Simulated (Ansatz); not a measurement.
```yaml
crystal:
  periodic: [false, false, false]
  atoms:
    - {symbol: Bi, position_ang: [0.680147, 1.150621, 1.302868]}
    - {symbol: H, position_ang: [1.960905, 0.739971, -0.134675]}
    - {symbol: H, position_ang: [-0.319381, 2.165594, 0.264855]}
    - {symbol: C, position_ang: [-0.626381, -0.714276, 0.022835]}
    - {symbol: F, position_ang: [-0.241769, -0.402430, -1.402229]}
    - {symbol: F, position_ang: [-1.525980, -0.928846, 0.011081]}
    - {symbol: F, position_ang: [0.332714, -1.782619, 0.103991]}
basis:
  gaussian: {orbitals: def2-SVPD, point_charges: [{charge: 1.00, position_ang: [5.262, 0.101, -0.363]}]}
hamiltonian: {xc: {name: r2SCANh}}
```

```sh
$ ansatz run in.yaml --threads 4 --pin off --events-out ev --progress --plain --max-ram 3916MiB
```

Output, abridged:

```
Functional definition: r2SCANh
1211 factors; their error is unknown
mean field evaluation 1: about -15037.5204 eV, gradient 4.8e1 eV
mean field evaluation 2: about -15024.1680 eV, gradient 9.4e1 eV
mean field evaluation 4: about -15041.6959 eV, gradient 5.6e0 eV
mean field evaluation 8: about -15041.7546 eV, gradient 1.6e-1 eV
mean field evaluation 16: about -15041.8036 eV, gradient 2.5e-4 eV
mean field -15041.80357672 eV, -552.7760857438 hartree, gradient 5.5e-5 eV, S^2 0.000000; 0 other end points of the search recorded, 0 dependent functions left out
reference -15041.80358908 eV, -552.7760861980 hartree; 29, 29 occupied and 108, 108 virtual orbitals, 1211 factors
Total energy: -15041.80358908 eV, -552.7760861980 hartree
```

Hardware: 4 threads of Intel Xeon on a shared host. Wall time 4.4 s.

In the def2 sets Bi takes a core potential; there is no spin–orbit coupling.
